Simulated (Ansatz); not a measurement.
A nudged elastic band was laid between two geometries of AsH₅Si (7 atoms, charge 0, multiplicity 1).

Theory: RKS BLYP-D4/def2-SVP (Ansatz 0.2.0).

```yaml
movable_images: 5
climbing_image: yes
spring: 5.0 eV/Å²
optimiser: quadratic models (default)
start_path: IDPP
force_threshold: 0.05 eV/Å
iteration_limit: 60
end_points: relaxed
```

First end point:

```xyz
7
Properties=species:S:1:pos:R:3
Si -0.592 -0.496 -0.423
As 0.968 0.236 1.267
H -1.949 -0.606 0.208
H -0.167 -1.856 -0.895
H -0.675 0.427 -1.603
H 0.430 1.684 1.199
H 2.046 0.543 0.202
```

Last end point:

```xyz
7
Properties=species:S:1:pos:R:3
Si -0.467 -0.481 -0.575
As 1.415 0.297 0.719
H -1.734 0.277 -0.307
H -0.688 -1.930 -0.256
H -0.119 -0.354 -2.028
H 0.567 0.352 2.010
H 1.088 1.771 0.391
```

(1) What changes between the two ends?

(2) What energy profile does the band end with?

(3) What is the geometry of the highest image?

(4) What are the harmonic wavenumbers there?

Answers

(1) No bond is made or broken. The dihedral H3–Si1–As2–H7 goes from -167 to -46°. The two ends are copies of one structure, up to a mirror image or an exchange of like atoms.

(2) The forces met the threshold. The highest image is number 3 of 0 to 6, 5.0 kJ/mol above the ends, which have the same energy within 2 meV. A vibrational analysis at the climbing image gives one clearly imaginary mode, 158i cm⁻¹: a first-order saddle point.

| image | path coordinate (Å) | energy (kJ/mol) | dihedral H3–Si1–As2–H7 (°) |
| --- | --- | --- | --- |
| 0 | 0.00 | 0.0 | -167 |
| 1 | 0.51 | 1.2 | -148 |
| 2 | 1.02 | 3.7 | -127 |
| 3 | 1.53 | 5.0 | -107 |
| 4 | 2.04 | 3.7 | -87 |
| 5 | 2.55 | 1.3 | -66 |
| 6 | 3.06 | 0.0 | -46 |

(3) 
```xyz
7
Properties=species:S:1:pos:R:3:forces:R:3
Si -0.535 -0.526 -0.485 0.01 -0.02 0.00
As 1.221 0.144 1.052 0.03 -0.01 0.03
H -1.878 -0.039 -0.024 0.00 0.01 0.00
H -0.563 -2.026 -0.526 -0.01 0.00 -0.01
H -0.271 -0.018 -1.871 0.00 0.01 0.00
H 0.318 1.193 1.736 -0.02 0.01 -0.01
H 1.769 1.205 0.073 -0.01 0.01 -0.01
```

(4) 158i, 332, 474, 482, 659, 670, 872, 919, 932, 963, 2096, 2109, 2154, 2167, 2171 cm⁻¹.

Run time: 24 s on 1 thread of Intel(R) Xeon(R) 6975P-C (Granite Rapids), with other jobs on the host, peak memory 0.16 GiB.
